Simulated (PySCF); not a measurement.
BGeH₅NO (calculated)

Computed with PySCF 2.14.0. Calculation on a computer-drawn molecule: the log of a Hartree-Fock and frozen-core CCSD(T) single point meant for a local Hartree-Fock minimum, with one planted fault or none, to be diagnosed. Offsets are logged minus clean, where the clean run is the same molecule without the fault. The reference is restricted for singlets and unrestricted otherwise, and also for a bond in bohr or an excited solution. Adding or removing an electron swaps singlet and doublet. The excited solution moves the top pair (singlet) or top alpha electron (doublet) to the lowest empty orbital. Highest occupied and lowest empty are orbital energies over both spins, largest force is the largest gradient component, triples share is (T) over the correlation energy, the T1 limit is 0.02 restricted and 0.045 unrestricted, electrons count all cores, a negative frequency is imaginary (commonest isotopes), and the dipole is about the centre of nuclear charge; on germanium a core potential holds 10 electrons, which the energies leave out, and 3d is frozen in MP2 and coupled-cluster steps.

```json
{"formula": "BGeH5NO", "logged_structure": {"atoms_angstrom": [["N", 1.514, 0.2705, 0.9422], ["Ge", 0.8359, 1.1426, 2.3672], ["B", -0.6976, 2.3516, 1.3997], ["O", -1.5709, 3.0414, 0.8511], ["H", 1.3671, -0.7233, 0.9047], ["H", 2.4608, 0.4879, 0.6836], ["H", 0.0273, 0.2923, 3.3244], ["H", 1.7418, 2.1908, 2.9787], ["H", -1.9396, 3.2158, -0.0105]]}, "given": {"meant_charge": 1, "meant_multiplicity": 1, "meant_basis": "cc-pVDZ", "meant_basis_and_core_potential_on_germanium": "cc-pVDZ-PP ECP10MDF", "logged_electrons": 57, "logged_basis_functions": 90, "logged_SCF_converged": "yes", "logged_spin_squared": 0.7714, "logged_highest_occupied [eV]": -4.9103, "logged_lowest_empty [eV]": 3.8038, "logged_largest_force [hartree/bohr]": 0.092293, "logged_T1_diagnostic": 0.017919, "logged_D1_diagnostic": 0.070878, "logged_triples_share": 0.02586, "logged_CC_converged": "yes", "logged_dipole_magnitude [debye]": 1.5821, "logged_SCF_stable_within_its_kind": "yes", "logged_energy_HF [hartree]": -450.22064, "logged_energy_CCSD(T) [hartree]": -450.79578, "possible_faults": "no fault, one electron removed, one electron added, multiplicity raised by two, geometry at a saddle point, SCF held on an excited solution, minimal basis STO-3G, one bond length entered in bohr, all coordinates scaled", "drawn_bonds_atom": [1, 2, 3, 1, 1, 2, 2, 4], "drawn_bonds_other_atom": [2, 3, 4, 5, 6, 7, 8, 9], "drawn_bonds_order": [1, 1, 1, 1, 1, 1, 1, 1]}, "results": {"planted_fault": "one electron added", "HF_energy_offset_from_clean_run [kcal/mol]": -89.25, "CCSD(T)_energy_offset_from_clean_run [kcal/mol]": -96.75}}
```
